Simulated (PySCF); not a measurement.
CH8Cl2Si3, SMILES [SiH3]C[Si]([SiH3])(Cl)Cl.

Geometry: B3LYP-D3(BJ)/def2-SVP. The structure was generated by enumeration, and PubChem lists no compound with its InChIKey, so it may never have been made. One conformer was computed; it need not be the lowest.

Computed with B3LYP-D3(BJ)/def2-SVP in PySCF.

Frequencies are harmonic and unscaled.

```json
[
 {"mode": "1", "ν (cm⁻¹)": "28", "IR (km/mol)": "0.7", "moving atoms (share of kinetic energy)": "Si 39 %, H 38 %, Cl 15 %"},
 {"mode": "2", "ν (cm⁻¹)": "82", "IR (km/mol)": "0.0", "moving atoms (share of kinetic energy)": "Si 45 %, H 30 %, Cl 24 %"},
 {"mode": "3", "ν (cm⁻¹)": "100", "IR (km/mol)": "0.7", "moving atoms (share of kinetic energy)": "Cl 41 %, Si 31 %, H 27 %"},
 {"mode": "4", "ν (cm⁻¹)": "113", "IR (km/mol)": "0.4", "moving atoms (share of kinetic energy)": "H 62 %, Si 25 %, Cl 12 %"},
 {"mode": "5", "ν (cm⁻¹)": "121", "IR (km/mol)": "0.3", "moving atoms (share of kinetic energy)": "H 60 %, Cl 23 %, Si 14 %"},
 {"mode": "6", "ν (cm⁻¹)": "130", "IR (km/mol)": "3.1", "moving atoms (share of kinetic energy)": "H 41 %, Cl 26 %, C 17 %, Si 17 %"},
 {"mode": "7", "ν (cm⁻¹)": "172", "IR (km/mol)": "8.2", "moving atoms (share of kinetic energy)": "Cl 58 %, Si 29 %"},
 {"mode": "8", "ν (cm⁻¹)": "203", "IR (km/mol)": "7.7", "moving atoms (share of kinetic energy)": "Si 34 %, H 26 %, Cl 23 %, C 17 %"},
 {"mode": "9", "ν (cm⁻¹)": "233", "IR (km/mol)": "1.4", "moving atoms (share of kinetic energy)": "Si 39 %, Cl 33 %, H 16 %, C 13 %"},
 {"mode": "10", "ν (cm⁻¹)": "381", "IR (km/mol)": "11.9", "moving atoms (share of kinetic energy)": "Si 42 %, Cl 31 %, H 14 %, C 13 %"},
 {"mode": "11", "ν (cm⁻¹)": "490", "IR (km/mol)": "10.0", "moving atoms (share of kinetic energy)": "H 79 %"},
 {"mode": "12", "ν (cm⁻¹)": "506", "IR (km/mol)": "45.3", "moving atoms (share of kinetic energy)": "H 70 %, Si 16 %, Cl 13 %"},
 {"mode": "13", "ν (cm⁻¹)": "515", "IR (km/mol)": "30.4", "moving atoms (share of kinetic energy)": "H 71 %, Si 18 %"},
 {"mode": "14", "ν (cm⁻¹)": "540", "IR (km/mol)": "40.1", "moving atoms (share of kinetic energy)": "Si 55 %, H 29 %, Cl 14 %"},
 {"mode": "15", "ν (cm⁻¹)": "575", "IR (km/mol)": "30.1", "moving atoms (share of kinetic energy)": "Si 46 %, H 38 %, Cl 15 %"},
 {"mode": "16", "ν (cm⁻¹)": "591", "IR (km/mol)": "33.0", "moving atoms (share of kinetic energy)": "Si 52 %, H 32 %, Cl 9 %"},
 {"mode": "17", "ν (cm⁻¹)": "719", "IR (km/mol)": "63.8", "moving atoms (share of kinetic energy)": "C 42 %, H 38 %, Si 20 %"},
 {"mode": "18", "ν (cm⁻¹)": "763", "IR (km/mol)": "86.8", "moving atoms (share of kinetic energy)": "H 47 %, C 33 %, Si 20 %"},
 {"mode": "19", "ν (cm⁻¹)": "773", "IR (km/mol)": "193.2", "moving atoms (share of kinetic energy)": "H 52 %, C 30 %, Si 18 %"},
 {"mode": "20", "ν (cm⁻¹)": "878", "IR (km/mol)": "164.0", "moving atoms (share of kinetic energy)": "H 87 %, Si 12 %"},
 {"mode": "21", "ν (cm⁻¹)": "937", "IR (km/mol)": "48.5", "moving atoms (share of kinetic energy)": "H 95 %"},
 {"mode": "22", "ν (cm⁻¹)": "940", "IR (km/mol)": "156.6", "moving atoms (share of kinetic energy)": "H 96 %"},
 {"mode": "23", "ν (cm⁻¹)": "943", "IR (km/mol)": "86.9", "moving atoms (share of kinetic energy)": "H 95 %"},
 {"mode": "24", "ν (cm⁻¹)": "954", "IR (km/mol)": "55.3", "moving atoms (share of kinetic energy)": "H 97 %"},
 {"mode": "25", "ν (cm⁻¹)": "958", "IR (km/mol)": "49.9", "moving atoms (share of kinetic energy)": "H 97 %"},
 {"mode": "26", "ν (cm⁻¹)": "1009", "IR (km/mol)": "2.2", "moving atoms (share of kinetic energy)": "H 96 %"},
 {"mode": "27", "ν (cm⁻¹)": "1076", "IR (km/mol)": "75.4", "moving atoms (share of kinetic energy)": "H 60 %, C 37 %"},
 {"mode": "28", "ν (cm⁻¹)": "1376", "IR (km/mol)": "9.0", "moving atoms (share of kinetic energy)": "H 92 %"},
 {"mode": "29", "ν (cm⁻¹)": "2213", "IR (km/mol)": "46.1", "moving atoms (share of kinetic energy)": "H 98 %"},
 {"mode": "30", "ν (cm⁻¹)": "2221", "IR (km/mol)": "54.1", "moving atoms (share of kinetic energy)": "H 97 %"},
 {"mode": "31", "ν (cm⁻¹)": "2225", "IR (km/mol)": "130.3", "moving atoms (share of kinetic energy)": "H 97 %"},
 {"mode": "32", "ν (cm⁻¹)": "2230", "IR (km/mol)": "107.4", "moving atoms (share of kinetic energy)": "H 96 %"},
 {"mode": "33", "ν (cm⁻¹)": "2238", "IR (km/mol)": "70.1", "moving atoms (share of kinetic energy)": "H 96 %"},
 {"mode": "34", "ν (cm⁻¹)": "2249", "IR (km/mol)": "77.9", "moving atoms (share of kinetic energy)": "H 97 %"},
 {"mode": "35", "ν (cm⁻¹)": "3037", "IR (km/mol)": "0.2", "moving atoms (share of kinetic energy)": "H 95 %"},
 {"mode": "36", "ν (cm⁻¹)": "3098", "IR (km/mol)": "0.1", "moving atoms (share of kinetic energy)": "H 91 %, C 9 %"}
]
```
